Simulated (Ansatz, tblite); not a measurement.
Cost and result up the ladder for the cluster V₂O₇H₄ (13 atoms). Charge 0, multiplicity 1. Geometry: PBE-D4/def2-SVP.

```
atom   x (Å)   y (Å)   z (Å)
  V1  -1.914  -0.347   0.418
  V2   0.542   0.300  -0.523
  O3  -0.189   0.088   1.039
  O4  -2.895   0.889   0.448
  O5  -2.739  -1.782   1.095
  O6  -0.855  -0.049  -1.318
  O7   2.426   0.184   0.763
  O8   1.119   1.871  -1.054
  O9  -2.420  -1.986  -0.268
 H10   0.606   2.413  -1.686
 H11   2.911  -0.640   0.563
 H12   1.372  -0.976  -1.130
 H13   2.036   0.035   1.650
```

Ansatz on 4 threads of Intel Xeon Platinum 8175M on a shared host; xTB runs through tblite on one thread. Times are rough, summed over both states, and most runs start from the orbitals of an earlier one. No level here is sound enough to serve as a yardstick. The other state is a doublet.

The xTB rows come from tblite. The structure holds one bond between oxygen atoms, so isomers without such links may lie far lower. HOMO above LUMO, or a gap near zero within one spin, warns that the state may not be the lowest or that an electron is smeared out. The structure comes from a short search, and lower isomers may exist.

Run but left out: HF/def2-TZVP (singlet: restricted singlet, unstable towards broken spin symmetry).

Raw xTB energies of ions are shifted by several eV.

| level | functions | vertical IE (eV) | remarks |
| --- | --- | --- | --- |
| GFN2-xTB | 50 | 15.12 | – |
| GFN1-xTB | 54 | 16.57 | – |
| PBE0-D4/def2-TZVP | 331 | 9.07 | restricted SCF unstable in HF (singlet) |
| PBE-D4/def2-TZVP (with forces) | 331 | 8.95 | gap within one spin near zero (+1 doublet) |

(1) Estimate how long each takes.

## Answers

(1) GFN2-xTB 0.064 s; GFN1-xTB 0.065 s; PBE-D4/def2-TZVP (with forces) 28 s; PBE0-D4/def2-TZVP 59 s. On shared hardware such times vary by a factor of up to 3.
